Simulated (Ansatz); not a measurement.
Z-matrix (Å, degrees):
```
Mo
N 1 1.733
N 1 1.947 2 107.2
N 1 1.733 2 115.6 3 119.5
N 1 1.947 2 107.2 3 -121.0
H 2 1.010 1 155.5 3 -119.5
H 3 1.007 1 123.5 2 -20.4
H 3 1.007 1 123.5 2 145.1
H 4 1.010 1 155.5 2 0.0
H 5 1.007 1 123.5 2 -145.1
H 5 1.007 1 123.5 2 20.4
```

Charge 0, multiplicity 1. Mo takes the def2 core potential.

Problem. List the PBE/def2-TZVPP orbital energies in eV (Ansatz). (Estimate.)

Solution. The calculation gave: Occupied: -379.96, -379.96, -379.88, -379.88, -67.29, -41.55, -41.21, -41.06, -20.33, -20.21, -18.99, -18.79, -11.84, -11.82, -11.24, -10.49, -9.69, -9.55, -7.76, -7.41, -6.51, -6.37, -6.20, -5.35. Lowest empty: -1.60, -1.44, -0.49, -0.49, -0.24, -0.24, 0.70, 0.74.
